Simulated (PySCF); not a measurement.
PySCF input:

```python
from pyscf import gto, scf, dft

mol = gto.M(
    atom='''
    Se    0.03251397   -0.01627169    0.34068713
    Br    1.12402019   -2.26001461   -0.38257515
    Br   -1.15560518    2.27582139    0.05162194
    ''',
    basis='def2-tzvpd',
    charge=-1,
    spin=1,
    verbose=4,
)

mf = scf.UHF(mol).density_fit(auxbasis='def2-universal-jkfit')
mf.conv_tol = 1e-9
mf.max_cycle = 100
mf.max_memory = 1500
mf.kernel()
if not mf.converged:
    mf = mf.newton()
    mf.kernel(mf.make_rdm1())
for _ in range(2):
    mo, _, stable, _ = mf.stability(return_status=True)
    if stable:
        break
    mf.kernel(mf.make_rdm1(mo, mf.mo_occ))
mf.analyze()
```

Task: Predict the final energy.

Result: -7544.77178 Eh (HF/def2-TZVPD).
